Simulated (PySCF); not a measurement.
## Correlation energy of As (arsenic, neutral)

[Ar] 3d10 4s2 4p3, high-spin 4S determinant. Computed with PySCF 2.14 in jorge-DZP-DKH, with scalar relativity by spin-free X2C-1e. Frozen: [Ar] 3d10; 5 electrons correlated.

MP2 pair energies summed by pair of shells (mhartree):

```tsv
pair	energy	share (%)
4s-4p	-15.44	62.6
4s-4s	-5.76	23.4
4p-4p	-3.46	14.0
```

Total MP2 correlation energy: -24.65 mhartree.

Same-spin part -5.39 and opposite-spin part -19.26 mhartree; SCS-MP2 scales them by 1/3 and 6/5 to -24.91 mhartree.

```json
{"level": "CCSD", "correlation energy (mhartree)": "-30.21"}
{"level": "(T)", "correlation energy (mhartree)": "-0.21"}
{"level": "CCSD(T)", "correlation energy (mhartree)": "-30.42"}
```

Diagnostics: T1 = 0.0031, D1 = 0.0079, largest double amplitude 0.027.

Task: Is a single reference adequate?

Result: Yes, within this model without spin-orbit coupling: T1 lies below 0.03 and no double amplitude reaches 0.07.
